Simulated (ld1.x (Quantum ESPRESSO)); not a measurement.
# Transferability test, ultrasoft potential for Rb

* Element: Rb (Z = 37)
* Generator: ld1.x (Quantum ESPRESSO) 7.5
* Type: ultrasoft
* Functional: PBE
* Relativity: scalar-relativistic
* Frozen core: [Ar] 3d10
* Valence charge: 9
* Reference configuration: 4s2 4p6 4d0 5s0.5 5p0 (charge +0.5)
* Partial waves: 4s (bound): rcut 2.05, rcutus 2.25 bohr; 5s (bound): rcut 2.05, rcutus 2.25 bohr; 4p (bound): rcut 2.65, rcutus 3.35 bohr; 5p (bound, empty): rcut 2.65, rcutus 3.35 bohr; 4d (bound, empty): rcut 4.30, rcutus 4.50 bohr; 4d channel at 3.3 Ry: rcut 4.30, rcutus 4.50 bohr
* Local potential: all-electron potential smoothed inside 2.60 bohr (lloc = -2)
* Core correction: a·sin(br)/r model core inside 1.45 bohr
* Augmentation charge: built from norm-conserving waves at rcut, not smoothed further

Energies are relative to the spin-unpolarised reference configuration 4s2 4p6 4d0 5s0.5 5p0; without spin polarisation the order of configurations can differ from experiment. Not all tests gave a result: test run stopped at test 6 of 7 (negative rho), 1 before it not solved. Left out of the table: 4s2 4p6 4d0 5s0 5p1 (solver errors, printed error -487 eV). The frozen-core shift is the all-electron ΔE with the core orbitals held at their reference shape minus the fully relaxed ΔE.

```json
{"valence configuration": "4s2 4p6 4d0 5s1 5p0", "charge": "0", "ΔE all-electron (eV)": "-1.578", "error AE − PS (meV)": "-193", "frozen-core shift (meV)": "0.0"}
{"valence configuration": "4s2 4p6 4d0 5s0 5p0", "charge": "+1", "ΔE all-electron (eV)": "2.576", "error AE − PS (meV)": "+390", "frozen-core shift (meV)": "0.0"}
{"valence configuration": "4s2 4p6 4d1 5s0 5p0", "charge": "0", "ΔE all-electron (eV)": "0.662", "error AE − PS (meV)": "+394", "frozen-core shift (meV)": "+0.4"}
```

(1) What are ΔE and the potential's error for 4s2 4p6 4d0.5 5s0.5 5p0?

Levels in the configuration 4s2 4p6 4d0 5s0 5p0:

| level | all-electron (eV) | pseudo (eV) |
| --- | --- | --- |
| 4s | -37.631 | -37.777 |
| 4p | -21.650 | -21.761 |

A Bessel basis up to 400 Ry misses an occupied level by 0.70 Ry, so cutoffs and ghosts were not judged. The potential misses its own reference levels by up to 0.6 eV.

Results:

(1) ΔE = -0.461 eV all-electron; the error (AE − PS) is +82 meV.
